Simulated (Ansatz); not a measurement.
PBE exchange is replaced step by step with exact exchange (0 % is PBE, 25 % PBE0; no dispersion term), basis def2-TZVP, Ansatz. System: MnI₂. The state is a sextet with charge 0. Geometry: B3LYP-D4/def2-TZVP.

Geometry of the sextet:

```xyz
3

Mn    0.006    0.010   -0.004
I    -1.021   -0.334   -2.298
I     1.016    0.325    2.302
```

In the def2 sets I takes a core potential; there is no spin–orbit coupling.

HOMO and LUMO are taken over both spins.

```
exact exchange (%)  HOMO (eV)  LUMO (eV)  gap (eV)   ⟨S²⟩
                 0      -6.37      -4.40      1.96  8.769
                10      -6.86      -3.84      3.02  8.771
                15      -7.10      -3.56      3.54  8.772
                25      -7.56      -2.98      4.58  8.772
                35      -8.02      -2.44      5.58  8.772
                50      -8.70      -1.71      6.99  8.771
```

**Question.** Estimate the row for 5 %.

**Answer.** 
```json
{"exact exchange (%)": "5", "HOMO (eV)": "-6.62", "LUMO (eV)": "-4.12", "gap (eV)": "2.50", "⟨S²⟩": "8.770"}
```
